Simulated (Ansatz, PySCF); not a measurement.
ClGeH6NSi, SMILES Cl[SiH2][NH][GeH3].

Geometry optimised at B3LYP-D3(BJ)/def2-SVP. The geometry has at least one imaginary mode, so it is a saddle point at that level. This is a generated structure with no PubChem entry under its InChIKey; it may be hypothetical. The values are those of a single conformer.

Vertical ionisation energy (IE) and electron affinity (EA) in eV. Rows of orbital energies are one-electron estimates. Where ΔSCF, EOM or ADC give a negative EA the extra electron is unbound and the value depends on the basis.

```tsv
level	IE	EA
−ε(HOMO), −ε(LUMO), ωB97X/def2-TZVP (PySCF)	___	___
−ε(HOMO), −ε(LUMO), PBE/def2-TZVP (PySCF)	6.11	0.97
ΔSCF, CAM-B3LYP/def2-SVPD (Ansatz), final states of multiplicity 2 and 2	9.56	-1.23
ΔSCF, PBE/def2-SVPD (Ansatz), final states of multiplicity 2 and 2	9.09	-0.79
```

### Question
What belongs in the gaps? (Estimate from the structure and the level; the computed values follow.)

### Answer

- −ε(HOMO), −ε(LUMO), ωB97X/def2-TZVP (PySCF), IE: 9.87
- −ε(HOMO), −ε(LUMO), ωB97X/def2-TZVP (PySCF), EA: -1.94

### Question
What vertical singlet–triplet gap does ΔSCF give with CAM-B3LYP/def2-SVPD (Ansatz, a program for electronic structure) and with PBE/def2-SVPD (Ansatz)? (The exact figures need the calculation; the answer reports its results.)

### Answer
5.79 and 5.08 eV (triplet above singlet where positive).
